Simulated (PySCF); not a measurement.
GaFClBr, SMILES [F][Ga]([Cl])[Br].

Geometry: B3LYP-D3(BJ)/def2-SVP.

Method: C-PCM-M06-2X/def2-SVP in PySCF.

The values are the electrostatic part of the solvation free energy, E(continuum) − E(gas) at the gas-phase geometry, in a cavity of scaled van der Waals radii (PySCF's table); cavitation and dispersion terms are not included. A continuum can't describe solvent molecules that bind to the metal. In vacuum the orbital gap is 9.15 eV. The dipole moment in vacuum is 1.01 D.

Computed values in water (ε = 78.36), dichloromethane (ε = 8.93), 1-octanol (ε = 9.86):
| solvent | ε | ΔG(elec) (kcal/mol) | dipole (D) | gap (eV) |
|---|---|---|---|---|
| water | 78.36 | -6.3 | 1.03 | 9.31 |
| dichloromethane | 8.93 | -5.6 | 1.03 | 9.29 |
| 1-octanol | 9.86 | -5.6 | 1.03 | 9.29 |
